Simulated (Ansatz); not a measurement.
IrPt₃⁻, relaxed as a triplet with UKS PBE-D4/def2-SVPD in Ansatz, starting from the PBE-D4/def2-SVPD geometry of the charge -1 singlet. Force threshold 0.02 eV/Å.

In the def2 sets Ir, Pt take a core potential; there is no spin–orbit coupling. The charge -1 triplet is spin-contaminated (final ⟨S²⟩ up to 3.02, 2.00 for a pure state). The relaxation made no stability test and no search for a lower SCF solution. At PBE-D4/def2-SVPD a quintet of charge -1 lies 0.13 eV below the triplet, each at its own geometry. The structure comes from a short search, and lower isomers may exist.

Start:

```xyz
4

Ir    0.412    0.021    0.382
Pt   -0.687    1.277   -1.458
Pt    0.690   -0.095    2.692
Pt   -0.415   -1.203   -1.616
```

Estimate the energy that the relaxation releases and the steps that it takes.

10.4 kJ/mol, in 7 steps; 11 s on 4 threads of AMD EPYC 9R45 on a shared host. No frequencies were taken in this run, so the end may be a saddle point.

Does the start keep its bonding and symmetry?

By distances, no bond broke or formed. The bond that changes most is Pt2–Pt4, from 2.50 to 2.70 Å (atoms count from 1). Point group Cs at the start, C2v at the end, both within 0.05 Å.

Predict the relaxed structure.


```xyz
4

Ir    0.119   -0.013    0.408
Pt   -0.608    1.388   -1.445
Pt    0.816   -0.079    2.646
Pt   -0.327   -1.296   -1.610
```
Bond lengths (bridged metal pairs left out): 3 × Ir–Pt 2.35 to 2.43 Å; 1 × Pt–Pt 2.70 Å.
